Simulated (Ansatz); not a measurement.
Species, as SMILES: Cl[C]Cl (closed-shell singlet).
Atoms: Cl1, C2, Cl3. Bonds: Cl1-C2, C2-Cl3.

Basis-set convergence of the harmonic zero-point energy at CCSD(T) with Ansatz (a quantum-chemistry and plane-wave program). Each level at its own minimum, finite differences of forces, unscaled; the reference is a large set that could be run, not a limit. Cartesian d functions, on some or all atoms, in 6-31G*, 6-311G**, 6-311+G**; all else is spherical. Cores are frozen. A restricted Hartree-Fock determinant is unstable towards unrestricted orbitals. No added dispersion term, no relativity. Reference: the value in aug-cc-pV(T+d)Z, 2.61 kcal/mol. Deviations are taken from unrounded values. Cost is core time over that of def2-SVP, rough, on shared machines of one kind.

```tsv
basis	functions	harmonic zero-point energy (kcal/mol)	minus reference (kcal/mol)	cost
def2-SVP	50	2.69	0.09	1×
6-31G*	53	2.63	0.02	1×
cc-pV(D+d)Z	60	2.61	0.00	2×
6-311G**	72	2.62	0.01	4×
6-311+G**	84	2.64	0.04	6×
pcseg-2	98	2.66	0.06	10×
def2-TZVP	105	2.62	0.01	20×
cc-pV(T+d)Z	108	2.61	0.01	20×
def2-TZVPP	115	2.62	0.02	20×
jun-cc-pV(T+d)Z	135	2.61	0.00	50×
def2-TZVPPD	139	2.61	0.00	50×
aug-cc-pV(T+d)Z	156	2.61	0.00	70×
cc-pCVTZ	161	2.61	0.01	90×
```
